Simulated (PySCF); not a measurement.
## How the method changes the constants of Sb₂⁻

State: ²Πg (doublet), unpaired electrons π ↑. Set-up: basis Sb def2-TZVPPD with ECP28; scalar-relativistic core potentials; PySCF 2.14. De refers to Sb + Sb⁻ in their high-spin ground configurations, without counterpoise correction. The functionals are run spin-unrestricted.

```csv
Level,Re (Å),ωe (cm⁻¹),De (eV),"CPU s a point (SCF and correlation, without the integrals)"
UHF-MP2,2.578,236,n/a,6.2
UHF-SCS-MP2,2.584,236,n/a,n/a
PBE,2.600,236,n/a,3.1
r²SCAN,2.572,249,n/a,7.5
TPSSh,2.573,248,n/a,5.6
B3LYP,2.589,242,3.26,4.9
PBE0,2.560,255,n/a,5.8
MN15,2.557,254,n/a,5.9
BHandHLYP,2.551,262,n/a,4
CAM-B3LYP,2.543,264,2.99,9
B2PLYP,2.595,234,n/a,6
```

The bond length runs from 2.543 Å (CAM-B3LYP) to 2.600 Å (PBE).

Correlated steps freeze 8 core orbitals. These are scalar-relativistic numbers at best; spin–orbit coupling would shift them, the dissociation energy most. The highest Kohn–Sham level is positive in this anion. Much of that is self-interaction error, but it also means that the finite basis helps to hold the extra electron. B2PLYP dipoles, levels and charges come from its SCF part alone. The state is the lowest determinant that a PBE0 search found; another state may lie lower at other levels.

The whole job (state search and all levels along the bond) took about 8.9 min on 2 threads of Arm Neoverse V1 (shared host), peak memory 5 GiB.
